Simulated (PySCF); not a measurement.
C$_{2}$H$_{8}$Si$_{2}$, charge -1, doublet, at the geometry of the source list (a state made from the parent by changing its charge; the spin is typed, not shown lowest) (in this run its highest filled SCF level lies above zero, so its values depend strongly on the basis, on diffuse functions most of all). Base run: PySCF with MP2/6-31G.

Here is a job for PySCF.
```python
from pyscf import gto, scf, mp

mol = gto.M(
    atom='''
C     0.255200    0.360500    1.252100
Si    1.347300   -0.249000   -0.203200
C    -0.259600   -0.389800   -1.242300
Si   -1.342500    0.281200    0.192500
H     0.505500    1.346900    1.631900
H     0.250600   -0.304700    2.112200
H     2.304600    0.741400   -0.698700
H     2.037500   -1.520200    0.036800
H    -0.274600    0.210000   -2.147900
H    -0.504300   -1.405000   -1.545600
H    -1.959900    1.582100   -0.071400
H    -2.360000   -0.653400    0.683600
''',
    basis='6-31g',
    charge=-1,
    spin=1,
    verbose=4,
)

mf = scf.UHF(mol)
mf.kernel()

pt = mp.MP2(mf, frozen=12)
pt.kernel()
print('E(MP2) = %.10f' % pt.e_tot)
```

Each row names what was changed in the base input (with any setting that the change needs).

| change | basis functions | E (Eh) | MP2 correlation (Eh) | SCF-reference HOMO (eV) |
|---|---|---|---|---|
| base | 60 | -658.29445 | -0.30150 | 2.47 |
| basis = STO-3G | 36 | -650.49408 | -0.18711 | 9.98 |
| basis = 3-21G | 60 | -654.93022 | -0.29792 | 2.70 |
| basis = pcseg-0 | 60 | -657.43354 | -0.30080 | 2.45 |
| basis = def2-SV(P) | 80 | -658.32021 | -0.44253 | 2.67 |
| basis = 6-31G* | 80 | -658.54337 | -0.43697 | 2.58 |
| basis = 6-31+G* | 96 | -658.59569 | -0.43470 | 1.50 |
| basis = pc-1 | 104 | -658.60483 | -0.49775 | 2.41 |
| basis = def2-SVP | 104 | -658.40621 | -0.50750 | 2.67 |
| basis = 6-31G** | 104 | -658.61211 | -0.49158 | 2.57 |
| basis = pcseg-1 | 104 | -658.58244 | -0.49145 | 2.22 |
| basis = cc-pV(D+d)Z | 114 | -658.66882 | -0.51509 | 2.58 |
| basis = 6-311G** | 136 | -658.72110 | -0.53143 | 2.26 |

Totals compare only among sets that treat the same electrons; sets with core potentials leave the core out.

Open shells are given as the SCF converged; they aren't shown to be the lowest states, and a large step between rows can be another state.
